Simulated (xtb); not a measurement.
triplet silylene (H$_{2}$Si), triplet, from a rough starting geometry.

Here is a job for xtb.
```
$ xtb mol.xyz --gfn 2 --uhf 2 --opt vtight --json

# file mol.xyz
3

Si    -0.07454825     0.02880819     0.53830784
H     -0.01660696     1.26115796    -0.19469475
H     -0.01786067    -1.20965479    -0.25872034
```

### Question
What does this run give for the dipole moment, total energy at the end of the optimisation?

### Answer

```yaml
dipole_moment: 0.48 D
total_energy_at_the_end_of_the_optimisation: -2.608379 Ha
```
